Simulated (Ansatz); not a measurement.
A structure relaxed at PBE0-D4/def2-TZVP, charge 0, multiplicity 1:

```xyz
10

C     0.224    1.622   -1.827
Zn   -0.460    0.098   -0.864
S    -1.340   -1.672    0.117
Si   -0.146   -1.503    1.792
F     0.771   -2.761    2.035
F    -0.963   -1.294    3.122
F     0.832   -0.253    1.664
H     1.284    1.754   -1.603
H     0.108    1.481   -2.903
H    -0.310    2.527   -1.533
```

Give its formula and SMILES.

CH3F3SSiZn, `[CH3][Zn][S][Si](F)(F)F`.

Summarise the bond lengths by kind.

1 × C–Zn 1.929 Å; 3 × C–H 1.091 Å; 1 × S–Zn 2.206 Å; 1 × S–Si 2.064 Å; 3 × F–Si 1.575 to 1.593 Å.

All numbers were calculated with Ansatz.
